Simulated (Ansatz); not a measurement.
A nudged elastic band was laid between two geometries of Cl3FH2HfO (8 atoms, charge 0, multiplicity 1).

Theory: RKS PBE-D4/def2-SVP (Ansatz 0.2.0).

| Property | Result |
| --- | --- |
| movable images | 5 |
| climbing image | yes |
| spring | 5.0 eV/Å² |
| optimiser | quadratic models (default) |
| start path | straight line |
| force threshold | 0.05 eV/Å |
| iteration limit | 60 |
| end points | relaxed |

Image 0:

```xyz
8
Properties=species:S:1:pos:R:3
Hf -0.061 -0.125 -0.040
F -0.137 0.036 1.895
Cl 2.030 0.378 -1.036
O -1.148 1.332 -0.581
H -1.689 2.052 -0.931
Cl -1.185 -1.994 -0.967
Cl 1.573 -2.300 1.365
H 1.091 -1.617 2.370
```

Image 6:

```xyz
8
Properties=species:S:1:pos:R:3
Hf 0.142 -0.488 -0.241
F 0.934 0.469 1.812
Cl 1.895 0.744 -1.232
O -1.426 0.537 0.062
H -2.234 1.067 0.101
Cl -0.502 -1.893 -2.013
Cl 0.641 -2.252 1.393
H 1.024 -0.422 2.193
```

**Question.** What changes between the two ends?

**Answer.** Bonds broken: Cl7–H8. Bonds formed: F2–H8.

**Question.** Give the energies along the band, and the barrier.

**Answer.** The forces met the threshold. The highest image is number 4 of 0 to 6, 0.191 eV above the first end and 0.146 eV above the last; the last end lies 0.045 eV above the first. Another band between the same ends (5 images) ends at a top of the same energy, where a vibrational analysis finds 1 clearly imaginary mode. The orbitals stay closed-shell, which can raise the energy where a bond breaks towards radicals; this wasn't checked here.

| image | path coordinate (Å) | energy (eV) | Cl7–H8 (Å) | F2–H8 (Å) |
| --- | --- | --- | --- | --- |
| 0 | 0.00 | 0.000 | 1.31 | 2.11 |
| 1 | 0.34 | 0.012 | 1.31 | 1.89 |
| 2 | 0.67 | 0.049 | 1.33 | 1.70 |
| 3 | 1.01 | 0.127 | 1.39 | 1.46 |
| 4 | 1.35 | 0.191 | 1.57 | 1.17 |
| 5 | 2.44 | 0.131 | 1.85 | 1.01 |
| 6 | 3.53 | 0.045 | 2.03 | 0.97 |

**Question.** What is the geometry of the highest image?

**Answer.** 
```xyz
8
Properties=species:S:1:pos:R:3
Hf 0.149 -0.346 -0.127
F -0.131 -0.149 1.991
Cl 1.990 0.607 -1.235
O -1.163 1.015 -0.319
H -1.845 1.699 -0.280
Cl -0.794 -2.078 -1.409
Cl 1.609 -1.987 1.348
H 0.659 -1.000 2.104
```

The band took 31 iterations and about 14 core-minutes.

Run time: 3.9 min on 4 threads of Arm Neoverse V2, with other jobs on the host, peak memory 0.19 GiB.
